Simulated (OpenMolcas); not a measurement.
**How basis sets differ on SiHCl3 (trichlorosilane)**

The species is SiHCl3 (5 atoms), meant as a singlet with charge 0. As SMILES, `Cl[SiH](Cl)Cl`. The shape is that of a PBE0-D4/def2-TZVP optimisation.

Quantity: the dipole moment, in D. The values are calculated.

**What was measured.** NIST CCCBDB gives the dipole moment of the gas as 0.86 D.

```json
{"level": "HF/ANO-RCC-MB (DKH2)", "kind": "Hartree–Fock", "program": "OpenMolcas", "value (D)": "1.83", "computed − measured": "+0.97"}
{"level": "HF/STO-3G", "kind": "Hartree–Fock", "program": "OpenMolcas", "value (D)": "2.31", "computed − measured": "+1.45"}
{"level": "HF/3-21G", "kind": "Hartree–Fock", "program": "OpenMolcas", "value (D)": "2.08", "computed − measured": "+1.22"}
{"level": "HF/def2-SVPD", "kind": "Hartree–Fock", "program": "OpenMolcas", "value (D)": "1.01", "computed − measured": "+0.15"}
```

Nearest: HF/def2-SVPD (+0.15 D); farthest: HF/STO-3G (+1.45 D). The measured dipole is a vibrational average, so differences of a few hundredths of a debye mean little. Sets without polarisation functions give poor dipoles.
